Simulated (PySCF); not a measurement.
Run record: geometry optimisation, `FB(F)C[C@@H]1CO1`.

Method: PBE0-D3(BJ)/def2-SVP geometry optimisation, gas phase (PySCF 2.14.0). Start geometry: GFN2-xTB. The input is one job of a driver script: a line of settings, then coordinates in Å.

Command:
```bash
OMP_NUM_THREADS=1 python probes_run.py task.json out
```

Input:
```
{"job": {"xc": "PBE0", "basis": "def2-SVP", "d3": "d3bj", "grid": 1, "shake": 0.01, "kind": "geom"}, "charge": 0, "multiplicity": 1}
F     -1.699940     1.043140     1.248590
B     -1.824590     0.328210     0.155620
F     -3.013470     0.399300    -0.440390
C     -0.613650    -0.563140    -0.405220
C      0.656390    -0.441120     0.346500
C      1.667800     0.552760    -0.036040
O      1.841700    -0.819290    -0.296310
H     -0.939630    -1.610160    -0.389180
H     -0.469820    -0.333040    -1.436850
H      0.605900    -0.722140     1.415200
H      1.487180     1.171600    -0.891610
H      2.341820     0.965620     0.720660
```

Output:
```
step   0  E = -416.42418259  max force = 0.027795
step   1  E = -416.42671237  max force = 0.005005
step   2  E = -416.42709816  max force = 0.004923
step   3  E = -416.42724721  max force = 0.002597
step   4  E = -416.42730442  max force = 0.001459
step   5  E = -416.42732872  max force = 0.000729
step   6  E = -416.42734767  max force = 0.001335
step   7  E = -416.42738462  max force = 0.004839
step   8  E = -416.42743102  max force = 0.002531
step   9  E = -416.42747319  max force = 0.000546
step  10  E = -416.42748674  max force = 0.000755
step  11  E = -416.42749426  max force = 0.000480
step  12  E = -416.42749840  max force = 0.000136
optimisation converged
```

Energies in Eh; «max force» is the largest Cartesian gradient component in Eh/bohr.

Problem. How much energy does the optimisation release, in eV?

Solution. E(step 0) − E(last step) = 0.003316 Eh, which is 0.090 eV.

Problem. Give the first gradient maximum in eV/Å.

Solution. With 1 Eh/bohr = 51.422 eV/Å, 1.429 eV/Å.

In short: final energy -416.42750 Eh after 12 steps; dipole 0.47 D.

Problem. Give the final coordinates.

Solution. 0.026 Å rms from the input after alignment:
```
atom  x, y, z in Å
F1    -1.6254    0.8269    1.4576
B2    -1.8008    0.1363    0.3457
F3    -3.0289    0.1052   -0.1358
C4    -0.6229   -0.6090   -0.3600
C5     0.7208   -0.3758    0.2704
C6     1.6028    0.7087   -0.1608
O7     1.8598   -0.6306   -0.5209
H8    -0.8611   -1.6888   -0.3696
H9    -0.6017   -0.3159   -1.4238
H10    0.8130   -0.7125    1.3133
H11    1.2813    1.3698   -0.9774
H12    2.3056    1.1596    0.5515
```

The run took 74 s wall on an Arm Neoverse V1 with one thread, no GPU, shared host with 32 logical CPUs at a one-minute load of 26, and the process peaked at 0.51 GiB of memory.
Labels such as C1 count atoms from 1, the log's own numbers from 0.
